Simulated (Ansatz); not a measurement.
A nudged elastic band was laid between two geometries of C₃H₈OSi (13 atoms, charge 0, multiplicity 1).

All numbers below come from RKS PBE/def2-SVP (Ansatz 0.2.0).

| Item | Value |
| --- | --- |
| movable images | 8 |
| climbing image | no |
| spring | 5.0 eV/Å² |
| optimiser | quadratic models (default) |
| start path | through a guess of the saddle point |
| force threshold | 0.05 eV/Å |
| iteration limit | 60 |
| end points | relaxed |

First end point:

```xyz
13
Properties=species:S:1:pos:R:3
C -1.208 0.961 0.359
C -0.417 -0.014 -0.138
C -0.842 -0.919 -1.267
Si 1.298 -0.253 0.621
O 1.653 0.948 1.752
H -2.221 1.154 -0.042
H -0.875 1.600 1.195
H -0.832 -1.987 -0.958
H -1.864 -0.681 -1.628
H -0.146 -0.844 -2.131
H 2.316 -0.286 -0.498
H 1.378 -1.547 1.378
H 1.781 1.834 1.371
```

Last end point:

```xyz
13
Properties=species:S:1:pos:R:3
C -1.661 0.384 0.681
C -0.561 -0.013 0.004
C -0.602 -0.454 -1.438
Si 1.095 -0.032 0.894
O 2.172 0.835 -0.075
H -2.661 0.390 0.210
H -1.611 0.723 1.730
H -0.252 -1.504 -1.548
H -1.623 -0.385 -1.867
H 0.083 0.163 -2.057
H 1.602 -1.447 1.068
H 0.927 0.579 2.264
H 3.112 0.727 0.148
```

(1) What changes between the two ends?

(2) Give the energies along the band, and the barrier.

(3) What is the geometry of the highest image?

The band took 19 iterations and about 11 core-minutes.

## Answers

(1) No bond is made or broken. The dihedral C1–C2–Si4–O5 goes from -6 to -128°.

(2) The run converged. The highest image is number 4 of 0 to 9, 0.087 eV above the first end and 0.074 eV above the last; the last end lies 0.013 eV above the first. No image climbed, so the highest image needn't sit at the top of the path.

| image | path coordinate (Å) | energy (eV) | dihedral C1–C2–Si4–O5 (°) |
| --- | --- | --- | --- |
| 0 | 0.00 | 0.000 | -6 |
| 1 | 0.65 | 0.012 | -20 |
| 2 | 1.30 | 0.043 | -35 |
| 3 | 1.95 | 0.073 | -49 |
| 4 | 2.60 | 0.087 | -64 |
| 5 | 3.25 | 0.080 | -78 |
| 6 | 3.90 | 0.062 | -91 |
| 7 | 4.55 | 0.045 | -105 |
| 8 | 5.20 | 0.037 | -112 |
| 9 | 5.85 | 0.013 | -128 |

(3) 
```xyz
13
Properties=species:S:1:pos:R:3:forces:R:3
C -1.411 0.670 0.610 0.01 -0.01 0.00
C -0.460 -0.050 -0.028 -0.01 0.01 0.00
C -0.689 -0.650 -1.395 0.00 0.00 0.00
Si 1.216 -0.290 0.828 0.01 0.00 0.00
O 2.046 1.162 1.057 -0.01 0.00 -0.01
H -2.402 0.859 0.156 -0.01 0.00 0.00
H -1.244 1.105 1.611 0.00 0.00 0.00
H -0.560 -1.754 -1.379 0.00 0.00 0.00
H -1.706 -0.429 -1.781 0.01 0.00 0.00
H 0.048 -0.273 -2.137 0.00 0.00 0.00
H 2.016 -1.268 -0.003 0.00 0.00 0.00
H 1.042 -0.828 2.217 0.00 0.00 0.00
H 2.125 1.712 0.258 0.00 0.00 0.01
```

The run took 5.6 min on 2 threads of Arm Neoverse V1, on a shared host, peak memory 0.16 GiB.
